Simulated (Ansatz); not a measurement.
Coupled-cluster run, C4H8BN (`C=CB(C)C=N`).

```yaml
crystal:
  periodic: [false, false, false]
  atoms:
    - {symbol: C, position_ang: [0.043727, -2.112617, 0.591136]}
    - {symbol: C, position_ang: [-0.494394, -0.894220, 0.693645]}
    - {symbol: B, position_ang: [-0.054672, 0.308367, -0.177344]}
    - {symbol: C, position_ang: [1.080485, 0.249974, -1.248887]}
    - {symbol: C, position_ang: [-0.777502, 1.693612, 0.043432]}
    - {symbol: N, position_ang: [-1.191097, 2.127605, 1.168935]}
    - {symbol: H, position_ang: [0.851199, -2.319212, -0.104863]}
    - {symbol: H, position_ang: [-0.297204, -2.953714, 1.188341]}
    - {symbol: H, position_ang: [-1.308372, -0.774347, 1.409156]}
    - {symbol: H, position_ang: [1.803508, 1.057243, -1.083534]}
    - {symbol: H, position_ang: [1.627663, -0.690668, -1.319881]}
    - {symbol: H, position_ang: [0.643879, 0.463508, -2.233762]}
    - {symbol: H, position_ang: [-0.868838, 2.404760, -0.788600]}
    - {symbol: H, position_ang: [-1.071284, 1.410611, 1.891127]}
basis:
  gaussian: {orbitals: def2-SVP}
correlation: {method: ccsd_t}
```

```sh
$ ansatz run in.yaml --threads 4 --pin off --events-out ev --progress --plain
```

The program prints (abridged):

```
Functional definition: HF
1283 factors; integrals over basis functions are off by at most 1.5e-3 eV
mean field evaluation 1: about -6392.1648 eV, gradient 3.6e1 eV
mean field evaluation 2: about -6392.3156 eV, gradient 3.6e1 eV
mean field evaluation 4: about -6396.0443 eV, gradient 4.8e0 eV
mean field evaluation 8: about -6396.1206 eV, gradient 3.3e-1 eV
mean field evaluation 16: about -6395.8988 eV, gradient 4.8e0 eV
mean field -6396.12159874 eV, -235.0531333069 hartree, gradient 4.9e-6 eV, S^2 0.000000; 0 other end points of the search recorded, 0 dependent functions left out; unrestricted orbitals would lower it
6 core orbitals not correlated: weight in the atoms' cores, before any rotation towards them, 1.000 or more for the frozen orbitals, at most 0.000 for the correlated occupied ones
reference -6396.12159874 eV, -235.0531333069 hartree; 16, 16 occupied and 102, 102 virtual orbitals, 1283 factors
second order -21.20719110 eV of doubles, -0.00000000 eV of singles
cycle   1  -22.17154592 eV  change   -9.6e-1 eV  update   1.1e-1
cycle   2  -22.79820622 eV  change   -6.3e-1 eV  update   3.4e-2
cycle   3  -22.93312333 eV  change   -1.3e-1 eV  update   1.6e-2
cycle   4  -22.93429921 eV  change   -1.2e-3 eV  update   4.8e-3
cycle   5  -22.93460298 eV  change   -3.0e-4 eV  update   2.4e-3
cycle   6  -22.93518135 eV  change   -5.8e-4 eV  update   8.7e-4
cycle   7  -22.93500499 eV  change    1.8e-4 eV  update   5.5e-4
cycle   8  -22.93503406 eV  change   -2.9e-5 eV  update   2.8e-4
cycle   9  -22.93507050 eV  change   -3.6e-5 eV  update   1.3e-4
cycle  10  -22.93500570 eV  change    6.5e-5 eV  update   6.2e-5
cycle  11  -22.93501400 eV  change   -8.3e-6 eV  update   2.9e-5
cycle  12  -22.93503349 eV  change   -1.9e-5 eV  update   1.2e-5
perturbative correction -0.82824937 eV, -0.0304376029 hartree
Total energy: -6419.88488161 eV, -235.9264178449 hartree
```

Run time 10 s (4 threads of a server CPU on a shared host); peak host memory 0.81 GiB.

MP2 recovers 89.2 % of the CCSD(T) correlation energy and the triples give 3.5 %; T1 = 0.0118.
